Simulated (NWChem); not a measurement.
Species: CH4F2Si; SMILES [SiH2](F)CF

```xyz
8

F      0.6460    -1.8124     0.2511
C     -0.1946    -1.0561    -0.5612
Si    -0.4577     0.6785     0.1623
F      0.9279     1.5489     0.0468
H      0.2347    -0.9953    -1.5887
H     -1.1826    -1.5683    -0.6565
H     -0.8274     0.5755     1.6107
H     -1.5206     1.3777    -0.6374
```
Atoms are numbered in this order, from 1.

Program: NWChem. The geometry was optimised at PBE-D3(BJ)/def2-SVP. Isotropic polarisability at PBE0/aug-cc-pVDZ. A Cauchy series cut after its second term is a line in ω².

| row | ω² (10⁻³ Ha²) | α (bohr³) |
|---|---|---|
| static | 0.00 | 41.80 |
| 1065 nm | 1.83 | withheld |
| 589 nm | 5.98 | 42.90 |
| 400 nm | 12.97 | 44.31 |

### Question
Fit a straight line of the last column on the one before it, predict the withheld value, and compare with the run.

### Answer

1. Means of the 3 shown rows: x = 6.317, y = 43.003. Slope Σ(x − x̄)(y − ȳ)/Σ(x − x̄)² = 16.33/84.28 = 0.1938; intercept 41.779.
2. The shown rows scatter about the line by 0.027 (root mean square); the largest residual is -0.04, at 589 nm.
3. At x = 1.83 (1065 nm; inside the shown range) the line gives 42.13.
4. The run gives 42.13, 0.00 from the line, 0.0 times the scatter. The intercept estimates α(0), and the slope, 194 bohr³/Ha², the next Cauchy moment.
